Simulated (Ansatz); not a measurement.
Geometry optimisation, RKS BLYP/def2-SVP (Ansatz 0.2.0).

Input file:

```yaml
crystal:
  periodic: [false, false, false]
  atoms:
    - { symbol: B, position_ang: [0.0, 0.0, 0.0] }
    - { symbol: F, position_ang: [0.0, 0.0, 1.67] }
    - { symbol: O, position_ang: [1.2211, 0.0, -0.705] }
    - { symbol: H, position_ang: [1.5209, -0.9519, -0.8599] }
    - { symbol: H, position_ang: [-1.0305, 0.0, -0.595] }
    - { symbol: Si, position_ang: [0.1008, 2.1328, 0.7095] }
    - { symbol: H, position_ang: [0.6771, 2.1737, 2.0503] }
    - { symbol: H, position_ang: [0.9351, 2.9107, -0.2019] }
    - { symbol: H, position_ang: [-1.2441, 2.7001, 0.741] }
    - { symbol: H, position_ang: [0.0504, 1.0656, 1.6785] }
basis:
  gaussian: { orbitals: def2-SVP }
hamiltonian:
  xc: blyp
relax:
  f_tol: 0.15
  max_steps: 25
  restrain:
    - { distance: [0, 5], at: 3.15, k: 30.0 }
    - { distance: [9, 1], at: 2.12, k: 30.0 }
    - { distance: [0, 1], at: 1.32, k: 30.0 }
    - { distance: [9, 5], at: 1.46, k: 30.0 }
output:
  orbitals: {}
```

Command:

```bash
$ ansatz run input.yaml --threads 2 --pin off --max-ram 3072MiB --backend cpu --events-out ev --progress --plain --runs-dir out
```

Where does it end, and by what steps?

The run converged. The restraints hold the end off the free minimum. After 12 steps the energy has fallen by 5.612 eV (the restraints' own energy left out); H7 moved furthest, 1.26 Å.

```json
{"step": "0", "energy less start (eV)": "0.0000", "largest force component (eV/Å)": "5.975", "accepted": "yes"}
{"step": "1", "energy less start (eV)": "-0.5698", "largest force component (eV/Å)": "3.693", "accepted": "yes"}
{"step": "2", "energy less start (eV)": "-1.1835", "largest force component (eV/Å)": "2.647", "accepted": "yes"}
{"step": "3", "energy less start (eV)": "-1.8457", "largest force component (eV/Å)": "2.476", "accepted": "yes"}
{"step": "4", "energy less start (eV)": "-3.0889", "largest force component (eV/Å)": "2.154", "accepted": "yes"}
{"step": "5", "energy less start (eV)": "-4.0085", "largest force component (eV/Å)": "1.811", "accepted": "yes"}
{"step": "6", "energy less start (eV)": "-4.7136", "largest force component (eV/Å)": "1.193", "accepted": "yes"}
{"step": "7", "energy less start (eV)": "-5.2693", "largest force component (eV/Å)": "0.800", "accepted": "yes"}
{"step": "8", "energy less start (eV)": "-5.5115", "largest force component (eV/Å)": "0.924", "accepted": "yes"}
{"step": "9", "energy less start (eV)": "-5.5829", "largest force component (eV/Å)": "0.689", "accepted": "yes"}
{"step": "10", "energy less start (eV)": "-5.6022", "largest force component (eV/Å)": "0.718", "accepted": "yes"}
{"step": "11", "energy less start (eV)": "-5.6090", "largest force component (eV/Å)": "0.617", "accepted": "yes"}
{"step": "12", "energy less start (eV)": "-5.6117", "largest force component (eV/Å)": "0.665", "accepted": "yes"}
```

```xyz
10
Properties=species:S:1:pos:R:3
B -0.066 -0.362 -0.170
F -0.068 -0.937 1.037
O 1.016 -0.474 -0.983
H 1.747 -0.982 -0.573
H -1.040 0.228 -0.572
Si 0.130 2.503 1.151
H 0.689 3.420 2.202
H 0.900 2.693 -0.121
H -1.312 2.841 0.912
H 0.234 1.101 1.603
```

Time of the run: 11 s on 2 threads of Intel(R) Xeon(R) 6975P-C (Granite Rapids) (shared host), peak memory 0.16 GiB.
